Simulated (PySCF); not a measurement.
Spinor energies of Al⁺ (aluminium, charge +1)

Start: [Ne] 3s2. Calculated with PySCF 2.14 in x2c-TZVPall-2c with one added diffuse shell each of s, p type (6s7p2d1f, 44 functions): generalised Hartree-Fock with the X2C-1e Hamiltonian and a Gaussian nucleus; one run each with spin-orbit coupling (SO) switched off, then screened by Boettger's factors.

| spinor shell | electrons | ε, spin-free (eV) | ε, screened SO (eV) | weight of nominal j (screened SO) | rms radius, screened SO (bohr) |
| --- | --- | --- | --- | --- | --- |
| 1s1/2 | 2 | -1603.6 | -1603.6 | 1.000 | 0.139 |
| 2s1/2 | 2 | -142.46 | -142.46 | 1.000 | 0.675 |
| 2p1/2 | 2 | -95.809 | -96.131 | 1.000 | 0.673 |
| 2p3/2 | 4 | -95.809 | -95.649 | 1.000 | 0.675 |
| 3s1/2 | 2 | -17.778 | -17.778 | 1.000 | 2.60 |

```csv
quantity,spin-free,screened SO
E (hartree),-242.10474,-242.10490
M_J,0,0
⟨J²⟩,0.000,0.000
⟨L²⟩,0.000,0.000
⟨S²⟩,0.000,0.000
```

Without spin-orbit coupling the j labels of p, d and f shells carry no meaning; the spin-free column gives the mean over the occupied spinors of each nl shell.
